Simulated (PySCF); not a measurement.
## `[C-]#[N+]c1nccs1`, C4H2N2S

Geometry:
```
atom   x (Å)   y (Å)   z (Å)
  C1   3.517  -0.160  -0.357
  N2   2.345  -0.030  -0.360
  C3   0.996   0.135  -0.366
  N4   0.139  -0.818  -0.162
  C5  -1.130  -0.336  -0.231
  C6  -1.247   1.005  -0.493
  S7   0.308   1.707  -0.662
  H8  -1.972  -1.012  -0.080
  H9  -2.153   1.601  -0.592
```

Method used: quadratic response PBE0/def2-SVPD first hyperpolarisability, Taylor convention, gas phase in PySCF. Geometry: PBE0-D3(BJ)/def2-SVP.

**Question.** Give the tensor of the static β(0;0,0) in the axes of these coordinates.

**Answer.** In au, Taylor convention; rows are the first index (the induced dipole):
|  | xx | yy | zz | xy | xz | yz |
| --- | --- | --- | --- | --- | --- | --- |
| x | -313.7 | +23.4 | +20.3 | +49.2 | -2.8 | -2.4 |
| y | +49.2 | -119.2 | -35.4 | +23.4 | -2.4 | +9.3 |
| z | -2.8 | +9.3 | +19.6 | -2.4 | +20.3 | -35.4 |

Norm of βᵢ = ⅓ Σⱼ (βᵢⱼⱼ + βⱼᵢⱼ + βⱼⱼᵢ): 290.9 au, hyper-Rayleigh value 136.3 au.
